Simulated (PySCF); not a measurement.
An equivalent PySCF input for Se⁺ (selenium, charge +1), [Ar] 3d10 4s2 4p3, high-spin 4S determinant, with the spin-free X2C one-electron Hamiltonian (Gaussian nucleus):

```python
from pyscf import gto, scf, dft, mp, cc
import basis_set_exchange as bse
mol = gto.M(atom="Se 0 0 0", charge=1, spin=3, symmetry="D2h",
            basis=gto.basis.parse(bse.get_basis("aug-cc-pVDZ-DK", elements=["Se"], fmt="nwchem", header=False)),
            nucmod="G")
mf = dft.UKS(mol, xc="LDA,VWN").sfx2c1e()
mf.irrep_nelec = {'Ag': (6, 6), 'B1g': (1, 1), 'B2g': (1, 1), 'B3g': (1, 1), 'B1u': (3, 2), 'B2u': (3, 2), 'B3u': (3, 2)}
mf.kernel()
```

It reaches the same state as the run whose output follows, with an energy that differs only through the grid. The run itself started from symmetry-adapted Hartree-Fock orbitals and held the occupation by maximum overlap, on a logarithmic radial grid, so the iterations belong to that start.

```
SCF conv_tol = 1e-09
number electrons alpha = 18  beta = 15
XC functionals = LDA,VWN
    P. A. M. Dirac.,  Math. Proc. Cambridge Philos. Soc. 26, 376 (1930)
    F. Bloch.,  Z. Phys. 57, 545 (1929)
    S. H. Vosko, L. Wilk, and M. Nusair.,  Can. J. Phys. 58, 1200 (1980)
cycle= 1 E= -2425.75074359826  delta_E= -0.00937  |g|= 0.0592  |ddm|= 0.488
cycle= 2 E= -2425.75132125612  delta_E= -0.000578  |g|= 0.0253  |ddm|= 0.0829
cycle= 3 E= -2425.75147716448  delta_E= -0.000156  |g|= 0.0018  |ddm|= 0.0583
cycle= 4 E= -2425.75147894279  delta_E= -1.78e-06  |g|= 4.95e-06  |ddm|= 0.00978
cycle= 5 E= -2425.75147894281  delta_E= -1.82e-11  |g|= 6.73e-08  |ddm|= 4.47e-05
converged SCF energy = -2425.75147894281  <S^2> = 3.7502769  2S+1 = 4.0001384
```
